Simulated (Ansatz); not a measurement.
Reaction (formal exchange of groups at a C–C bond): `C[Se]CC#N` + `[OH][AlH2]` → `N#[C][AlH][OH]` + `C[Se]C`

Gas-phase electronic energies from Ansatz, PBE0-D4/def2-TZVP geometries. CCSD(T)/CBS adds triple-zeta CCSD(T) − MP2 to the extrapolated MP2 energy (def2 sets, frozen cores). This one scheme is used for every species. Functionals use def2-TZVPP. For Se outer-core shells are correlated without core-valence functions, which leaves a few kJ/mol of doubt a bond. Scalar relativity is left out up to krypton. One conformer a species, not always the lowest.

Problem. Is it downhill or uphill in electronic energy at CCSD(T)/CBS, and by how much? (An estimate is asked.)

Solution. Computed: Downhill: ΔE = -86.9 kJ/mol.

Problem. What do these levels give: PBE-D4, PBE0-D4, PBE, MP2/def2-TZVPP, HF/def2-QZVPP, MP2/def2-QZVPP? (An estimate is asked.)

Solution. The calculation gave: PBE-D4 -71.7, PBE0-D4 -75.2, PBE -74.8, MP2/def2-TZVPP -85.1, HF/def2-QZVPP -93.2, MP2/def2-QZVPP -85.4 kJ/mol.

Largest T1 diagnostic among the species: 0.014.

In def2-TZVPP, CCSD(T) changes the Hartree–Fock value by +6.9 kJ/mol (the triples alone add +1.6 kJ/mol) and MP2 by +8.1 kJ/mol. The D4 term adds +4.8 kJ/mol with B3LYP and +2.7 kJ/mol with PBE0; it sums over pairs of atoms, weighted by their polarisabilities, and B3LYP, whose exchange is more repulsive, gets the larger term. From PBE to PBE0 (25 % exact exchange), in def2-TZVPP and without D4, ΔE moves by −3.2 kJ/mol.

B3LYP here is the variant with VWN-RPA as its local correlation; programs differ in this.
